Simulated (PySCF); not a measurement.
Radial density of Al (aluminium, neutral)

B97-3, [Ne] 3s2 3p1, 2P determinant. Calculation: PySCF 2.14, in aug-cc-pwCVTZ; the non-relativistic Hamiltonian (point nucleus).

```csv
r (bohr),4πr²ρ (e/bohr),4πr²(ρα − ρβ)
0.00168,0.04762,0.0000
0.00283,0.1306,0.0000
0.00475,0.3516,0.0000
0.00800,0.9142,0.0000
0.0135,2.246,0.0000
0.0226,5.011,0.0000
0.0381,9.529,0.0002
0.0640,13.92,0.0013
0.108,13.52,0.0069
0.181,9.016,0.0236
0.305,10.34,0.0470
0.512,12.33,0.0325
0.862,5.335,-0.0023
1.45,1.252,0.1194
2.44,1.155,0.3284
4.10,0.3833,0.1798
6.90,0.03117,0.0246
11.6,0.0001596,0.0002
```

(1) Where is the radial spin density 4πr²(ρα − ρβ) most negative, and why is it negative at all?

Answers

(1) Around r = 0.862 bohr, down to -0.0023 e/bohr: exchange with the open shell polarises the paired shells in an unrestricted calculation.
